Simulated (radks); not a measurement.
Excited configurations of Au I: one electron is placed in a higher orbital outside [Xe] 4f14 5d10. The ground configuration is [Xe] 4f14 5d10 6s1. Method: scalar-relativistic Kohn-Sham, LDA (Slater exchange, Perdew-Wang correlation), spin-polarised, spherical densities, point nucleus; open shells are filled with parallel spins first (spin-orbit coupling, left out, can overturn this in heavy ions); computed with a radial shooting solver on a logarithmic mesh with Libxc functionals. Excitation = E - E(ground); binding = E(ion) - E, where the ion is the core of charge +1; n* = 1/sqrt(2 binding) in atomic units, and the quantum defect is n - n*.

outer orbital  excitation (eV)  binding (eV)     n*  quantum defect  eigenvalue (eV)  <r> (bohr)
6p                       5.415         4.497  1.739           4.261           -2.193       4.337
6d                       8.289         1.623  2.896           3.104           -0.783       10.08
6f                       9.275         0.637  4.621           1.379           -0.381       29.35
7s                       7.198         2.714  2.239           4.761           -1.651       8.023
7p                       8.052         1.860  2.705           4.295           -1.097       10.93
7d                       8.919         0.992  3.703           3.297           -0.582       19.42

Estimate the row for 5f.

Answer. excitation (eV) 8.977; binding (eV) 0.934; n* 3.816; quantum defect 1.184; eigenvalue (eV) -0.466; <r> (bohr) 17.12. The Delta-SCF ionisation energy is 9.912 eV (NIST Atomic Spectra Database: 9.226 eV, measured). Self-interaction in the functional shifts the binding energies and quantum defects, so they are the method's values and not measured ones.
